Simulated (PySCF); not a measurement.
## Calculated data, CH5ClOSi, CH3ClOSi

All values are calculated (PySCF 2.14.0). Calculation on a computer-drawn molecule: the log of a Hartree-Fock and frozen-core CCSD(T) single point meant for a local Hartree-Fock minimum, with one planted fault or none, to be diagnosed. Offsets are logged minus clean, where the clean run is the same molecule without the fault. The reference is restricted for singlets and unrestricted otherwise, and also for a bond in bohr or an excited solution. Adding or removing an electron swaps singlet and doublet. The excited solution moves the top pair (singlet) or top alpha electron (doublet) to the lowest empty orbital. Highest occupied and lowest empty are orbital energies over both spins, largest force is the largest gradient component, triples share is (T) over the correlation energy, the T1 limit is 0.02 restricted and 0.045 unrestricted, electrons count all cores, a negative frequency is imaginary (commonest isotopes), and the dipole is about the centre of nuclear charge.

Common to all runs: meant charge 0; meant multiplicity 1; meant basis cc-pV(D+d)Z; logged SCF converged yes; logged CC converged yes; logged SCF stable within its kind yes; possible faults no fault, one electron removed, one electron added, multiplicity raised by two, geometry at a saddle point, SCF held on an excited solution, minimal basis STO-3G, one bond length entered in bohr, all coordinates scaled.

```json
{"entry": 1, "formula": "CH5ClOSi", "logged_structure": {"atoms_angstrom": [["O", 0.3994, 2.3505, 0.8356], ["C", 1.3665, 1.3426, 0.6423], ["Si", 1.4017, 0.6873, -1.1276], ["Cl", 2.0368, 2.1603, -2.438], ["H", -0.4663, 1.9798, 0.7508], ["H", 1.2256, 0.5062, 1.3406], ["H", 2.3343, 1.7837, 0.8866], ["H", 2.3329, -0.4513, -1.2445], ["H", 0.0415, 0.2868, -1.5403]]}, "given": {"logged_electrons": 50, "logged_basis_functions": 99, "logged_spin_squared": 0.0, "logged_highest_occupied [eV]": -11.186, "logged_lowest_empty [eV]": 3.8988, "logged_largest_force [hartree/bohr]": 1.1222e-05, "logged_lowest_frequency [cm^-1]": 87.916, "logged_T1_diagnostic": 0.009547, "logged_D1_diagnostic": 0.02591, "logged_triples_share": 0.023626, "logged_dipole_magnitude [debye]": 2.9407, "logged_energy_HF [hartree]": -864.12642, "logged_energy_CCSD(T) [hartree]": -864.75486, "drawn_bonds_atom": [1, 2, 3, 1, 2, 2, 3, 3], "drawn_bonds_other_atom": [2, 3, 4, 5, 6, 7, 8, 9], "drawn_bonds_order": [1, 1, 1, 1, 1, 1, 1, 1]}, "results": {"planted_fault": "no fault", "HF_energy_offset_from_clean_run [kcal/mol]": 0.0, "CCSD(T)_energy_offset_from_clean_run [kcal/mol]": 0.0}}
{"entry": 2, "formula": "CH3ClOSi", "logged_structure": {"atoms_angstrom": [["O", -1.7168, -0.9973, 1.099], ["C", -0.8347, -0.7884, -0.0644], ["Si", 0.5104, 0.592, 0.4694], ["Cl", 1.6113, 0.6344, -1.4529], ["H", -2.4036, -1.6772, 0.8845], ["H", -0.2918, -1.7536, -0.3777], ["H", -1.4139, -0.4231, -0.9895]]}, "given": {"logged_electrons": 48, "logged_basis_functions": 89, "logged_spin_squared": 0.0, "logged_highest_occupied [eV]": -9.4966, "logged_lowest_empty [eV]": 0.36563, "logged_largest_force [hartree/bohr]": 0.039985, "logged_T1_diagnostic": 0.013159, "logged_D1_diagnostic": 0.038694, "logged_triples_share": 0.027419, "logged_dipole_magnitude [debye]": 2.3656, "logged_energy_HF [hartree]": -862.9038, "logged_energy_CCSD(T) [hartree]": -863.51149, "drawn_bonds_atom": [1, 2, 3, 1, 2, 2], "drawn_bonds_other_atom": [2, 3, 4, 5, 6, 7], "drawn_bonds_order": [1, 1, 1, 1, 1, 1]}, "results": {"planted_fault": "all coordinates scaled, by +4.7 %", "HF_energy_offset_from_clean_run [kcal/mol]": 8.285, "CCSD(T)_energy_offset_from_clean_run [kcal/mol]": 3.868}}
{"entry": 3, "formula": "CH3ClOSi", "logged_structure": {"atoms_angstrom": [["O", -1.6397, -0.9525, 1.0496], ["C", -0.7973, -0.753, -0.0615], ["Si", 0.4875, 0.5654, 0.4483], ["Cl", 1.539, 0.6059, -1.3877], ["H", -2.2957, -1.6019, 0.8448], ["H", -0.2787, -1.6748, -0.3608], ["H", -1.3504, -0.4042, -0.9451]]}, "given": {"logged_electrons": 48, "logged_basis_functions": 89, "logged_spin_squared": 2.0063, "logged_highest_occupied [eV]": -7.9728, "logged_lowest_empty [eV]": -0.15642, "logged_largest_force [hartree/bohr]": 0.024074, "logged_T1_diagnostic": 0.016518, "logged_D1_diagnostic": 0.088288, "logged_triples_share": 0.026103, "logged_dipole_magnitude [debye]": 2.2413, "logged_energy_HF [hartree]": -862.8734, "logged_energy_CCSD(T) [hartree]": -863.45067, "drawn_bonds_atom": [1, 2, 3, 1, 2, 2], "drawn_bonds_other_atom": [2, 3, 4, 5, 6, 7], "drawn_bonds_order": [1, 1, 1, 1, 1, 1]}, "results": {"planted_fault": "multiplicity raised by two", "HF_energy_offset_from_clean_run [kcal/mol]": 27.36, "CCSD(T)_energy_offset_from_clean_run [kcal/mol]": 42.03}}
{"entry": 4, "formula": "CH3ClOSi", "logged_structure": {"atoms_angstrom": [["O", -1.6397, -0.9525, 1.0496], ["C", -0.7973, -0.753, -0.0615], ["Si", 0.4875, 0.5654, 0.4483], ["Cl", 1.539, 0.6059, -1.3877], ["H", -2.2957, -1.6019, 0.8448], ["H", -0.2787, -1.6748, -0.3608], ["H", -1.3504, -0.4042, -0.9451]]}, "given": {"logged_electrons": 48, "logged_basis_functions": 31, "logged_spin_squared": 0.0, "logged_highest_occupied [eV]": -7.1882, "logged_lowest_empty [eV]": 4.81, "logged_largest_force [hartree/bohr]": 0.042719, "logged_T1_diagnostic": 0.009224, "logged_D1_diagnostic": 0.030517, "logged_triples_share": 0.013686, "logged_dipole_magnitude [debye]": 2.5784, "logged_energy_HF [hartree]": -853.17946, "logged_energy_CCSD(T) [hartree]": -853.33459, "drawn_bonds_atom": [1, 2, 3, 1, 2, 2], "drawn_bonds_other_atom": [2, 3, 4, 5, 6, 7], "drawn_bonds_order": [1, 1, 1, 1, 1, 1]}, "results": {"planted_fault": "minimal basis STO-3G", "HF_energy_offset_from_clean_run [kcal/mol]": 6110, "CCSD(T)_energy_offset_from_clean_run [kcal/mol]": 6390}}
```
